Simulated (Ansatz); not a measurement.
`ClCCI` → `CC(Cl)I`  (isomerisation)

Gas-phase electronic energies from Ansatz, PBE0-D4/def2-TZVP geometries. CCSD(T)/CBS is the MP2 limit (def2-TZVPP, def2-QZVPP) plus CCSD(T) − MP2 in def2-TZVPP, frozen cores. DFT in def2-TZVPP. B3LYP here is the variant with VWN-RPA as its local correlation; programs differ in this. Elements past krypton have def2 core potentials. For I outer-core shells are correlated without core-valence functions, which leaves a few kJ/mol of doubt a bond. One conformer a species, not always the lowest.

```csv
level,ΔE (kJ/mol),difference from CCSD(T)/CBS
PBE-D4,7.5,-2.3
r2SCAN-D4,9.0,-0.8
PBE0-D4,10.3,0.5
B3LYP-D4,9.8,0.0
ωB97X-V,10.9,1.1
ωB97M-V,10.1,0.3
B2PLYP,11.4,1.6
PBE,9.3,-0.5
r2SCAN,9.2,-0.6
PBE0,11.8,2.0
B3LYP,13.0,3.2
HF/def2-TZVPP,21.4,11.6
MP2/def2-TZVPP,8.1,-1.7
SCS-MP2/def2-TZVPP,10.1,0.3
CCSD/def2-TZVPP,13.1,3.3
CCSD(T)/def2-TZVPP,11.3,1.5
HF/def2-QZVPP,21.3,11.5
MP2/def2-QZVPP,7.2,-2.6
SCS-MP2/def2-QZVPP,9.4,-0.4
HF/CBS(def2),21.3,11.5
MP2/CBS(def2),6.6,-3.2
CCSD/CBS(def2),11.6,1.8
CCSD(T)/CBS,9.8,0
```

Largest T1 diagnostic among the species: 0.009.

The D4 term adds −3.1 kJ/mol with B3LYP and −1.5 kJ/mol with PBE0; it sums over pairs of atoms, weighted by their polarisabilities, and B3LYP, whose exchange is more repulsive, gets the larger term. In def2-TZVPP, CCSD(T) changes the Hartree–Fock value by −10.1 kJ/mol (the triples alone add −1.8 kJ/mol) and MP2 by −13.3 kJ/mol.
